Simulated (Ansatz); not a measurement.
Cu₃Se⁺, relaxed as a quintet with UKS r2SCAN-D4/def2-SVP in Ansatz, starting from the r2SCAN-D4/def2-SVP geometry of the charge +1 singlet. Force threshold 0.02 eV/Å.

The relaxation made no stability test and no search for a lower SCF solution. At r2SCAN-D4/def2-SVP a singlet of charge 1 lies 3.96 eV below the quintet, each at its own geometry. The structure comes from a short search, and lower isomers may exist.

Start:

```xyz
4

Cu    0.715   -1.253    0.414
Cu   -1.300    0.167    0.733
Cu   -0.179    0.074   -1.489
Se    0.765    1.012    0.343
```

Q: Estimate the energy that the relaxation releases and the steps that it takes.

A: 18.7 kcal/mol, in 14 steps; 84 s on 4 threads of Arm Neoverse V2 on a shared host. No frequencies were taken in this run, so the end may be a saddle point.

Q: Does the start keep its bonding and symmetry?

A: Bonds lost: Cu1–Se4 (atoms count from 1). Metal–metal contacts that move far: Cu2–Cu3 2.49 to 3.31 Å. Point group C3v at the start, C2v at the end, both within 0.05 Å.

Q: Predict the relaxed structure.

A: 
```tsv
atom	x (Å)	y (Å)	z (Å)
Cu1	-0.2030	-1.5935	-0.0353
Cu2	-0.7487	0.0339	1.4747
Cu3	0.7404	-0.0905	-1.4766
Se4	0.2113	1.6501	0.0371
```
Bond lengths (bridged metal pairs left out): 2 × Cu–Cu 2.29 Å; 2 × Cu–Se 2.37 Å.
